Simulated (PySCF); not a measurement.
## What settings do to a single point of Pt3

The sound run of Pt3 (triplet) uses PySCF 2.14.0, UKS TPSS, Pt def2-SVP with ECP60; non-relativistic Hamiltonian with scalar-relativistic core potentials where named; density fitting; no spin-orbit coupling, grid (50, 194), threshold 1e-8 Eh and 55 cycles, at the relaxed geometry:

```xyz
3

Pt    0.0000    0.0000    2.3842
Pt    0.0000    0.0000    0.0000
Pt    0.0000    0.0000   -2.3842
```

There Pt1 has a Mulliken charge of 0.17 e and the dipole about the centre of mass is 0.00 D. Each run below changes one thing and starts from free metal ions and neutral atoms unless it says otherwise; with 55 cycles, smearing, a level shift and second-order steps follow where DIIS fails, and their cycles count. Energy shifts count from the sound run.

```csv
change,outcome,cycles,energy shift (eV),largest force component (eV/Å),charge on Pt1 (e),dipole about the centre of mass (D)
"Pt2 put 0.5 Å from Pt1, limit 68 cycles",converged,37,3785.33,16240.72,0.01,0.92
start from a density of up to 30 smeared cycles (not counted),converged,23,0.0000,0.00,0.17,0.00
"grid (40, 110)",converged,26,-0.11,0.00,0.17,0.01
all coordinates × 1.12,not converged,161,–,–,–,–
```

(1) How does the run with this change end: cycle limit 5?

Unsound on purpose, so not properties of the compound: Pt2 put 0.5 Å from Pt1, limit 68 cycles.

Started from ions, an open shell can land on another state than the sound run's, and that then enters the shifts.

Forces carry noise of the integration grid, about 0.01 to 0.03 eV/Å.

The relaxed state isn't the lowest spin state tried at its geometry. No frequency check is given that shows the relaxed geometry to be a minimum. The relaxed state is spin-contaminated (spin squared 3.01 against 2.00). Open shells may have lower solutions than the one found.

Answers

(1) outcome not converged, cycles 5.
